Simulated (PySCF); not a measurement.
Species: Si4H10, charge 0, multiplicity 1. 
Geometry from a B3LYP-D3(BJ)/def2-TZVP (Ansatz) optimisation:
SMILES: [SiH2]([SiH2][SiH3])[SiH3]
```xyz
14

Si    -2.0827     1.1669    -0.0865
Si    -1.1797    -0.9544     0.3378
Si     1.1144    -0.7544     0.7783
Si     2.1440     0.4349    -0.9597
H     -1.7993     2.0732     1.0531
H     -1.4564     1.7351    -1.3047
H     -3.5503     1.1029    -0.2906
H     -1.3719    -1.8141    -0.8587
H     -1.8829    -1.5895     1.4821
H      1.7421    -2.0931     0.9232
H      1.3020    -0.0145     2.0531
H      1.5919     1.8104    -1.0110
H      1.8698    -0.2293    -2.2574
H      3.6123     0.5174    -0.7677
```
Charge 0, spin multiplicity 1.

Dispersion corrections to the total energy (kcal/mol) from the dftd3 and dftd4 libraries through PySCF: D3(BJ) without and D4 with the three-body term, each with the damping fitted for the functional named.

```csv
functional,D3(BJ),D4
B2GP-PLYP,…,-3.80
CAM-B3LYP,…,-7.74
PW6B95,…,-6.43
r2SCAN,-2.66,-2.17
BP86,-16.06,-12.16
PBE,-8.56,-8.50
B3LYP,-16.03,-13.73
```

Task: What belongs in the gaps?

Result: 
- B2GP-PLYP, D3(BJ): -8.71
- CAM-B3LYP, D3(BJ): -8.30
- PW6B95, D3(BJ): -5.90
